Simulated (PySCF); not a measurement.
**Electron correlation in Kr³⁺ (krypton, charge +3)**

[Ar] 3d10 4s2 4p3, high-spin 4S determinant. Calculation: PySCF 2.14, in x2c-TZVPPall; the spin-free X2C one-electron Hamiltonian (Gaussian nucleus). Frozen: [Ne]; 23 electrons correlated.

| level | correlation energy (mhartree) |
| --- | --- |
| CCSD | -257.20 |
| (T) | -5.28 |
| CCSD(T) | -262.48 |

Diagnostics: T1 = 0.0025, D1 = 0.0053, largest double amplitude 0.049.

Is a single reference adequate?

Yes, within this model without spin-orbit coupling: T1 lies below 0.03 and no double amplitude reaches 0.07.

This basis was not built for core-valence correlation, so the inner-shell part is incomplete.
